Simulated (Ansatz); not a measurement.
`N#[C][Ge]([F])([C]#N)[C]#N`, relaxed with RKS PBE-D4/def2-SVP in the Gaussian-basis code of Ansatz from a rough embedded geometry. The force threshold is 0.03 eV/Å; the program also tests the step.

The species carries charge 0 and has multiplicity 1.

Start:

```xyz
8

N     1.854   -0.043   -2.322
C     1.016   -0.103   -1.459
Ge   -0.295   -0.260   -0.059
F    -1.442   -1.513   -0.600
C    -1.151    1.381    0.168
N    -1.684    2.423    0.309
C     0.595   -0.785    1.499
N     1.106   -1.100    2.465
```

```
step  energy (eV)  largest force (eV/Å)  largest move (Å)
   1  -66779.8024                 3.982             0.000
   2  -66780.0082                 0.648             0.075
   3  -66780.0215                 0.240             0.026
   4  -66780.0227                 0.009             0.011
```

End:

```xyz
8

N     1.832   -0.024   -2.356
C     1.037   -0.116   -1.499
Ge   -0.251   -0.259   -0.098
F    -1.418   -1.463   -0.549
C    -1.164    1.399    0.148
N    -1.719    2.421    0.300
C     0.583   -0.812    1.528
N     1.099   -1.146    2.526
```

Run time 8 s (4 threads of an Arm Neoverse V1 on a shared host); peak host memory 0.19 GiB.
